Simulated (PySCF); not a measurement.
Potential energy of SiSb along the bond

Set-up: Si cc-pV(T+d)Z, Sb cc-pVTZ-PP with ECP28; scalar-relativistic core potentials (PySCF 2.14). Energies in eV from Si + Sb in their ground configurations at the same level. State: ²Π (doublet), unpaired electrons π ↑.

All columns are PBE0. A positive dipole means Si(−)Sb(+).

| R (Å) | E (eV) | μ (D) | Mulliken charge on Si (basis-dependent) | HOMO (eV) | LUMO (eV) | Mayer bond order | ⟨S²⟩ |
| --- | --- | --- | --- | --- | --- | --- | --- |
| 2.045 | -1.502 | 0.61 | 0.03 | -6.23 | -4.87 | 2.31 | 0.75 |
| 2.140 | -2.228 | 0.47 | 0.03 | -6.32 | -4.68 | 2.30 | 0.75 |
| 2.235 | -2.628 | 0.31 | 0.03 | -6.37 | -4.52 | 2.30 | 0.75 |
| 2.307 | -2.771 | 0.19 | 0.03 | -6.26 | -4.40 | 2.29 | 0.76 |
| 2.378 | -2.811 | 0.06 | 0.03 | -6.13 | -4.29 | 2.29 | 0.76 |
| 2.449 | -2.772 | -0.07 | 0.03 | -6.01 | -4.20 | 2.28 | 0.77 |
| 2.545 | -2.634 | -0.22 | 0.04 | -5.88 | -4.08 | 2.21 | 0.82 |
| 2.663 | -2.389 | -0.32 | 0.03 | -5.80 | -3.96 | 1.98 | 1.04 |
| 2.806 | -2.064 | -0.42 | 0.03 | -5.76 | -3.84 | 1.69 | 1.29 |
| 2.996 | -1.634 | -0.59 | 0.04 | -5.76 | -3.73 | 1.38 | 1.51 |

A fit through these points gives, at Re = 2.375 Å, μ = 0.06 D and dμ/dR = -1.82 D/Å; the reduced mass is 22.72 u.

How strong is the fundamental in the double-harmonic approximation, I = 42.26·(dμ/dR)²/μred km/mol?

I = 42.26·(-1.82)²/22.72 = 6.16 km/mol at PBE0.

⟨S²⟩ of the unrestricted solution departs from its pure value on part of the curve, where spin states mix. Spin–orbit coupling is left out, which matters for elements this heavy, above all for dissociation energies. The state was picked by a PBE0 search and need not be the measured ground state.
